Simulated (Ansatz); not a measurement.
Relaxation of CH5OSSi (9 atoms, charge 1, multiplicity 1), to a largest force component of 0.02 eV/Å in at most 50 steps.

Method: Ansatz 0.2.0, UKS PBE0-D4/def2-SVP.

```xyz
9
Properties=species:S:1:pos:R:3
Si 0.004 1.468 -0.987
O 0.211 -0.070 -0.792
C 0.327 -1.069 0.212
S -0.081 -0.398 1.845
H 0.157 1.700 -2.404
H -0.285 2.376 0.108
H -0.324 -1.901 -0.058
H 1.370 -1.395 0.232
H -1.378 -0.711 1.844
```

Question: Where does it end, and by what steps?

Answer: It converged. After 7 steps the energy has fallen by 0.106 eV; H5 moved furthest, 0.17 Å.

```json
{"step": "0", "energy less start (eV)": "0.0000", "largest force component (eV/Å)": "0.965", "accepted": "yes"}
{"step": "1", "energy less start (eV)": "-0.0763", "largest force component (eV/Å)": "0.669", "accepted": "yes"}
{"step": "2", "energy less start (eV)": "-0.0970", "largest force component (eV/Å)": "0.315", "accepted": "yes"}
{"step": "3", "energy less start (eV)": "-0.1021", "largest force component (eV/Å)": "0.158", "accepted": "yes"}
{"step": "4", "energy less start (eV)": "-0.1030", "largest force component (eV/Å)": "0.141", "accepted": "yes"}
{"step": "5", "energy less start (eV)": "-0.1061", "largest force component (eV/Å)": "0.062", "accepted": "yes"}
{"step": "6", "energy less start (eV)": "-0.1061", "largest force component (eV/Å)": "0.034", "accepted": "no"}
{"step": "7", "energy less start (eV)": "-0.1063", "largest force component (eV/Å)": "0.005", "accepted": "yes"}
```

```xyz
9
Properties=species:S:1:pos:R:3
Si 0.004 1.409 -0.996
O 0.257 -0.151 -0.855
C 0.338 -1.087 0.247
S -0.065 -0.376 1.835
H 0.089 1.857 -2.395
H -0.294 2.299 0.141
H -0.311 -1.930 -0.023
H 1.382 -1.431 0.271
H -1.399 -0.591 1.776
```

Whether the end is a true minimum wasn't checked by a vibrational analysis.

The run took 16 s on 2 threads of Intel(R) Xeon(R) 6975P-C (Granite Rapids), on a shared host, peak memory 0.26 GiB.
